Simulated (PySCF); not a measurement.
# Electron correlation in Au⁺ (gold, charge +1)

[Xe] 4f14 5d10, closed-shell 1S. All numbers are calculated (PySCF 2.14, a scalar-relativistic core potential, in aug-cc-pVDZ-PP with ECP60MDF). Frozen: 5s2 5p6; 10 electrons correlated.

```csv
level,correlation energy (mhartree)
CCSD,-257.97
(T),-5.98
CCSD(T),-263.95
```

Diagnostics: T1 = 0.0046, D1 = 0.0065, largest double amplitude 0.022.

Cost of the coupled-cluster step: of the order of 0.9 core-seconds, for 10 correlated electrons.

Iterations:

```
CC2 = 0
CCSD nocc = 5, nmo = 50
frozen orbitals [0, 1, 2, 3]
max_cycle = 100
direct = 0
conv_tol = 1e-08
conv_tol_normt = 1e-06
diis_space = 8
diis_start_cycle = 0
Init t2, MP2 energy = -134.769968521091  E_corr(MP2) -0.271508764799792
Init E_corr(CCSD) = -0.271508764801332
cycle = 1  E_corr(CCSD) = -0.254715784259508  dE = 0.0167929805  norm(t1,t2) = 0.0230985
cycle = 2  E_corr(CCSD) = -0.257886882832863  dE = -0.00317109857  norm(t1,t2) = 0.00777275
cycle = 3  E_corr(CCSD) = -0.257780411574685  dE = 0.000106471258  norm(t1,t2) = 0.00291764
cycle = 4  E_corr(CCSD) = -0.257978646091985  dE = -0.000198234517  norm(t1,t2) = 0.00128877
cycle = 5  E_corr(CCSD) = -0.25797940435977  dE = -7.58267785e-07  norm(t1,t2) = 0.000175748
cycle = 6  E_corr(CCSD) = -0.257969762336409  dE = 9.64202336e-06  norm(t1,t2) = 3.09408e-05
cycle = 7  E_corr(CCSD) = -0.257969508544693  dE = 2.53791716e-07  norm(t1,t2) = 7.3456e-06
cycle = 8  E_corr(CCSD) = -0.257969983815427  dE = -4.75270734e-07  norm(t1,t2) = 1.57438e-06
cycle = 9  E_corr(CCSD) = -0.2579700127556  dE = -2.8940173e-08  norm(t1,t2) = 2.64464e-07
cycle = 10  E_corr(CCSD) = -0.257969995802349  dE = 1.69532511e-08  norm(t1,t2) = 5.00103e-08
cycle = 11  E_corr(CCSD) = -0.257969997593051  dE = -1.79070192e-09  norm(t1,t2) = 1.19102e-08
CCSD converged
E(CCSD) = -134.7564297538839  E_corr = -0.2579699975930513
CCSD(T) correction = -0.00598185822318
```
